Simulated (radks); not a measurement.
Q: The mean radii <r> (bohr) of the occupied orbitals of an atom or ion are listed with their occupations. Method: non-relativistic Kohn-Sham, TPSS, spin-polarised, spherical densities, point nucleus; meta-GGA in the generalised Kohn-Sham scheme; computed with a radial shooting solver on a logarithmic mesh with Libxc functionals.

orbital  occ.      <r>
1s up       1  0.01941
1s down     1  0.01941
2s up       1  0.08179
2s down     1  0.08179
2p up       3  0.06915
2p down     3  0.06915
3s up       1   0.2066
3s down     1   0.2066
3p up       3   0.1970
3p down     3   0.1970
3d up       5   0.1722
3d down     5   0.1722
4s up       1   0.4562
4s down     1   0.4562
4p up       3   0.4610
4p down     3   0.4610
4d up       5   0.4707
4d down     5   0.4707
4f up       7   0.5036
4f down     7   0.5033
5s up       1    1.056
5s down     1    1.055
5p up       3    1.154
5p down     3    1.152
5d up       5    1.655
5d down     4    1.642
6s up       1    3.364

Name the element and its charge. Open shells, if any, are filled with parallel spins first.

A: Z = 78, platinum, charge 0: Pt in [Xe] 4f14 5d9 6s1. The 1s radius gives Z: for a bare nucleus <r> = 1.5/Z, 0.01923 bohr for Z = 78, and screening makes it slightly larger (0.01941 here). The occupations add up to 78, and the charge is Z minus that.
